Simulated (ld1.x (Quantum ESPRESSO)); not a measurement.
**LDA (PZ) PAW dataset for nitrogen (N), scalar-relativistic all-electron reference.**

```
Element                 : nitrogen (N)
Generator               : ld1.x (Quantum ESPRESSO) 7.5
Type                    : PAW
Functional              : LDA (PZ)
Relativity              : scalar-relativistic
Frozen core             : [He]
Valence charge          : 5
Reference configuration : 2s2 2p3
Partial waves           : 2s (bound): rcut 0.80, rcutus 1.00 bohr; 2s channel at 1.4 Ry: rcut 0.80, rcutus 1.00 bohr; 2p (bound): rcut 1.40, rcutus 1.85 bohr; 2p channel at 4.8 Ry: rcut 1.40, rcutus 1.85 bohr; 3d channel at -0.05 Ry: rcut 1.25, rcutus 1.50 bohr; 3d channel at 2.15 Ry: rcut 1.25, rcutus 1.50 bohr
Local potential         : all-electron potential smoothed inside 1.60 bohr (lloc = -1)
Core correction         : Bessel-smoothed model core, default radius (core density twice the valence density)
Augmentation charge     : BESSEL, radius 0.60 bohr
```

Problem. Does the generator finish with these settings?

Solution. Yes, a potential is produced and its reference levels are reproduced.

Problem. Estimate the cutoffs (Ry, on a coarse ladder) from which the occupation-weighted sum of valence levels, in a spherical-Bessel basis at the reference potential, stays within 10 and 1 mRy of its value at 400 Ry.

Solution. 21 Ry and 40 Ry.

Problem. Does the potential have ghost states?

Solution. No extra level below or beside the all-electron valence levels (s, p, d, f tested).

Problem. Is the overlap operator S = 1 + Σ q|β⟩⟨β| positive definite (Bessel basis up to 400 Ry)?

Solution. Yes: its lowest eigenvalue is 0.65 (s channel).

Its largest configuration-test error is -9.6 meV (2s2 2p2). Test run stopped at test 3 of 9 (negative rho).
